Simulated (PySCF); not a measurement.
**How methods differ on the ionisation energy of Tc⁺**

Tc⁺ [Kr] 4d5 5s1 (7S) → Tc²⁺ [Kr] 4d5 (6S), as a difference of total energies. Computed with PySCF 2.14 in ANO-RCC-VTZP (7s6p4d2f1g, 68 functions), with scalar relativity by spin-free X2C-1e. Correlated levels: valence and next inner shell: [Ar] 3d10 frozen. The calculations carry no spin-orbit coupling.

| method | ionisation energy (eV) | difference from reference (eV) |
| --- | --- | --- |
| UHF | 14.249 | -1.011 |
| MP2 (valence and next inner shell) | 15.184 | -0.076 |
| SCS-MP2 (valence and next inner shell) | 14.807 | -0.453 |
| CCSD (valence and next inner shell) | 15.050 | -0.210 |
| CCSD(T) (valence and next inner shell) | 15.106 | -0.154 |

Reference: 15.26 eV (semi-empirical (NIST evaluation); NIST Atomic Spectra Database, ionization energies).

Errors of the correlated levels include the incompleteness of this basis and the frozen core.
